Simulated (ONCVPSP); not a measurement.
# Mo, ONCV: configuration errors across variants

* Element: Mo
* Generator: ONCVPSP 4.0.1
* Type: optimised norm-conserving Vanderbilt (ONCV)
* Functional: PBE
* Relativity: scalar-relativistic
* Frozen core: [Ar] 3d10
* Valence charge: 14
* Reference configuration: 4s2 4p6 4d6
* Partial waves: 4s: rc 1.80 bohr, ncon 4, nbas 9, qcut 5.5 1/bohr, 2 projectors, debl 4 Ha; 4p: rc 1.15 bohr, ncon 3, nbas 6, qcut 6.1 1/bohr, 3 projectors, debl 2.7 Ha; 4d: rc 1.95 bohr, ncon 3, nbas 7, qcut 8 1/bohr, 2 projectors, debl 2.1 Ha
* Local potential: polynomial inside 1.15 bohr (lpopt 5, dvloc0 2 Ha)
* Core correction: none

All-electron excitation energies from the reference (eV): (1) 4s2 4p6 4d5 5s1 -0.763; (2) 4s2 4p6 4d5 6.128; (3) 4s2 4p6 4d5 5p1 2.378.

1 further variants failed, have other tests or another functional or relativity, and are left out.

A true bound ghost makes a file unfit for plane-wave use even where its test errors are small: the radial tests pick states by their node count and pass the ghost by.

Errors AE − PS in meV (a dash: test not solved or not reliable):

```csv
change,(1),(2),(3),bound ghosts,GHOST(+) flags above zero
base,+8.0,+0.3,+0.8,none,"s, p"
"local potential polynomial inside 1.15 bohr (lpopt 5, dvloc0 5 Ha)",+6.1,-0.2,+0.4,p,s
"p: rc 1.14; local potential polynomial inside 1.14 bohr (lpopt 5, dvloc0 2 Ha)",+8.1,+0.3,+0.8,p,s
s: qcut 4; p: qcut 4.4; d: qcut 5.8,+14,-1.1,+0.1,p,s
d: debl 2.95,+8.0,+0.3,+0.8,none,"s, p"
"s: ncon 5, nbas 10",+5.0,+0.3,+0.8,none,"s, p"
p: nbas 7,+7.9,+0.3,+0.7,none,"s, p"
```

Question: Give the same row for: local potential polynomial inside 0.95 bohr (lpopt 5, dvloc0 0 Ha).

Answer: +12, +0.3, +0.8; bound ghosts: none; GHOST(+) flags above zero: s, p.
